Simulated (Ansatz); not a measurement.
Calculated with Ansatz (gas phase, PBE0-D4/def2-TZVP geometries, no zero-point term in ΔE). CBS: MP2 limit from def2 TZ/QZ plus the TZ coupled-cluster correction, frozen cores. This one scheme is used for every species. DFT in def2-TZVPP. B3LYP here is the variant with VWN-RPA as its local correlation; programs differ in this. HSE06 is defined as in plane-wave codes. One conformer a species, not always the lowest.

`COC(=O)CC(=O)C(F)(F)F` + H₂ → `O=CCC(=O)C(F)(F)F` + CH₃OH  (hydrogenolysis of a C–O bond)

| level | ΔE (kJ/mol) | difference from CCSD(T)/CBS |
| --- | --- | --- |
| revPBE-D4 | 38.7 | 11.8 |
| HSE06-D4 | 31.9 | 5.0 |
| BHLYP-D4 | 27.8 | 0.9 |
| ωB97X-V | 34.6 | 7.7 |
| PBE-QIDH | 30.8 | 3.9 |
| PBE | 30.0 | 3.1 |
| B3LYP | 21.6 | -5.3 |
| r2SCANh | 37.7 | 10.8 |
| BHLYP | 20.5 | -6.4 |
| CAM-B3LYP | 27.5 | 0.6 |
| RPA@PBE/def2-TZVPP | 29.1 | 2.2 |
| MP2/def2-SVP | 45.2 | 18.3 |
| SCS-MP2/def2-TZVPP | 26.9 | 0.0 |
| CCSD(T)/def2-TZVPP | 29.1 | 2.2 |
| SCS-MP2/def2-QZVPP | 25.3 | -1.6 |
| MP2/CBS(def2) | 31.5 | 4.6 |
| CCSD(T)/CBS | 26.9 | 0 |

Largest T1 diagnostic among the species: 0.014.

From PBE to PBE0 (25 % exact exchange), in def2-TZVPP and without D4, ΔE moves by −3.5 kJ/mol. Leaving LDA and LC-ωPBE aside and taking each functional with its dispersion term where it has one, the values, not all of them listed here, spread over 15.3 kJ/mol, from B2PLYP to r2SCAN-D4. LDA lies +22.2 kJ/mol from PBE without D4.

CCSD(T)/CBS has its own doubt, a few kJ/mol and more with outer-core shells, so smaller differences from it don't rank the levels.
